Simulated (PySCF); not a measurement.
MgBi: frontier orbitals

PBE at R = 2.967 Å; Mg aug-cc-pVDZ, Bi aug-cc-pVDZ-PP with ECP60; scalar-relativistic core potentials (PySCF 2.14). State: ⁴Σ⁻ (quartet), unpaired electrons σ ↑, π ↑↑. Only the outer orbitals are listed, counted within each symmetry, core potentials removing the inner ones.

| spin | orbital | occ. | ε (eV) | on Mg (%) | main shells (%) |
| --- | --- | --- | --- | --- | --- |
| α | 7σ | 1 | -14.57 | 1 | 99 Bi s |
| α | 8σ | 1 | -6.14 | 49 | 49 Bi p, 48 Mg s |
| α | 4π | 1 | -5.07 | 3 | 96 Bi p |
| α | 4π | 1 | -5.07 | 3 | 96 Bi p |
| α | 9σ | 1 | -4.03 | 68 | 47 Mg s, 33 Bi p, 20 Mg p |
| α | 5π | 0 | -1.59 | 96 | 94 Mg p |
| α | 5π | 0 | -1.59 | 96 | 94 Mg p |
| α | 10σ | 0 | -0.82 | 90 | 70 Mg p, 16 Mg s |
| β | 7σ | 1 | -13.36 | 5 | 95 Bi s |
| β | 8σ | 1 | -5.46 | 67 | 63 Mg s, 34 Bi p |
| β | 4π | 0 | -3.58 | 11 | 89 Bi p, 9 Mg p |
| β | 4π | 0 | -3.58 | 11 | 89 Bi p, 9 Mg p |
| β | 9σ | 0 | -2.91 | 63 | 43 Mg s, 35 Bi p, 19 Mg p |

Problem. Which are the highest filled and the lowest empty level, where do they sit, and how wide is the gap?

Solution. Highest filled α 9σ at -4.03 eV (in %: 47 Mg s, 33 Bi p, 20 Mg p); lowest empty β 4π at -3.58 eV (in %: 89 Bi p, 9 Mg p); the gap at PBE is 0.45 eV.

* bond order (Mayer): 0.78
* ⟨S²⟩: 3.758
* charge on Mg (Mulliken, basis-dependent): 0.04
* charge on Mg (Löwdin, basis-dependent): 0.13
* dipole moment (positive dipole means Mg(−)Bi(+)): -0.79 D
* polarisability along the bond: 193.1 bohr³
* polarisability across the bond: 103.2 bohr³

These are scalar-relativistic numbers at best; spin–orbit coupling would shift them, the dissociation energy most. The state was picked by a PBE0 search and need not be the measured ground state.
